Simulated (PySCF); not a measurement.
Compound: C2H3BN2Se.
Atom-mapped SMILES: `[N:1]#[C:2][BH2-:3][N+:4]#[C:5][SeH:6]` (hydrogens: H7, H8 on B3; H9 on Se6)

A GFN2-xTB structure with every atom displaced at random (by about 0.01 Å) was refined with PBE0-D3(BJ)/def2-SVP geometry optimisation, gas phase (PySCF 2.14.0). Values at the start:

| coordinate | start |
| --- | --- |
| N1≡C2 | 1.119 Å |
| C2–B3 | 1.551 Å |
| B3–N4 | 1.503 Å |
| B3–H7 | 1.171 Å |
| N4≡C5 | 1.127 Å |
| C5–Se6 | 1.807 Å |
| Se6–H9 | 1.453 Å |
| N1–C2–B3 | 179.2° |
| C2–B3–N4 | 103.6° |
| B3–N4–C5 | 172.7° |
| N4–C5–Se6 | 173.9° |

How do these coordinates change at the PBE0-D3(BJ)/def2-SVP level?

```json
{"coordinate": "B3–H7", "PBE0-D3(BJ)/def2-SVP (Å or °)": "1.219", "change": "+0.048"}
{"coordinate": "B3–N4", "PBE0-D3(BJ)/def2-SVP (Å or °)": "1.545", "change": "+0.042"}
{"coordinate": "N1≡C2", "PBE0-D3(BJ)/def2-SVP (Å or °)": "1.160", "change": "+0.041"}
{"coordinate": "N4≡C5", "PBE0-D3(BJ)/def2-SVP (Å or °)": "1.153", "change": "+0.026"}
{"coordinate": "C2–B3", "PBE0-D3(BJ)/def2-SVP (Å or °)": "1.576", "change": "+0.025"}
{"coordinate": "Se6–H9", "PBE0-D3(BJ)/def2-SVP (Å or °)": "1.475", "change": "+0.022"}
{"coordinate": "C5–Se6", "PBE0-D3(BJ)/def2-SVP (Å or °)": "1.824", "change": "+0.017"}
{"coordinate": "B3–N4–C5", "PBE0-D3(BJ)/def2-SVP (Å or °)": "179.0", "change": "+6.3"}
{"coordinate": "N4–C5–Se6", "PBE0-D3(BJ)/def2-SVP (Å or °)": "177.3", "change": "+3.4"}
{"coordinate": "C2–B3–N4", "PBE0-D3(BJ)/def2-SVP (Å or °)": "106.1", "change": "+2.5"}
{"coordinate": "N1–C2–B3", "PBE0-D3(BJ)/def2-SVP (Å or °)": "179.4", "change": "+0.2"}
```

The energy falls by 6.3 kcal/mol over 7 energy and gradient evaluations, the largest force component goes from 0.1053 to 2.3e-04 Eh/bohr, and the atoms move by 0.093 Å rms after alignment. The bond that changes most is B3–H7 (four-coordinate boron to B–H hydrogen), which lengthens by 0.048 Å. Bonds longer at the end by more than 0.005 Å: 8 of 8; shorter: 0. Rotational constants go from 8902, 752.8, 698.0 to 9319, 693.5, 648.9 MHz.

The run used 117 basis functions and 49 SCF cycles in all.

No PBE0-D3(BJ)/def2-SVP frequencies stand behind this structure, so it isn't proved a minimum.
